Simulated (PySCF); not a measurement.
## Electronic structure of Ga²⁺ (gallium, charge +2) at the UHF level

Configuration: [Ar] 3d10 4s1, 2S determinant. Calculation: PySCF 2.14, in x2c-SVPall (5s4p3d, 32 functions); the spin-free X2C one-electron Hamiltonian (Gaussian nucleus).

```json
{"Total energy": "-1940.938522 hartree", "One-electron energy": "-2685.7884 hartree", "Hartree (Coulomb) energy": "818.9766 hartree", "Exchange energy": "-74.1267 hartree", "⟨S²⟩": "0.7505", "⟨L²⟩": "0.000", "Sum of ⟨r⟩": "17.08 bohr", "Sum of ⟨r²⟩": "17.84 bohr²", "Langevin diamagnetic susceptibility": "-14.1 ×10⁻⁶ cm³/mol", "Time after the integrals": "0.11 s of wall time on 1 thread of Neoverse-N1 (shared host)"}
```

```tsv
shell	electrons	mean orbital energy (hartree)	rms radius, mean of both spins (bohr)
1s α	1	-384.39226	0.0561
1s β	1	-384.38630	0.0561
2s α	1	-50.01010	0.236
2s β	1	-50.00404	0.236
2p α	3	-43.47665	0.211
2p β	3	-43.47586	0.211
3s α	1	-7.32803	0.699
3s β	1	-7.31088	0.699
3p α	3	-5.27215	0.737
3p β	3	-5.26734	0.737
3d α	5	-1.91105	0.888
3d β	5	-1.90704	0.888
4s α	1	-1.09049	2.31
```

Densities and radii are taken from the X2C orbitals without a picture-change correction, which distorts them close to the nucleus.
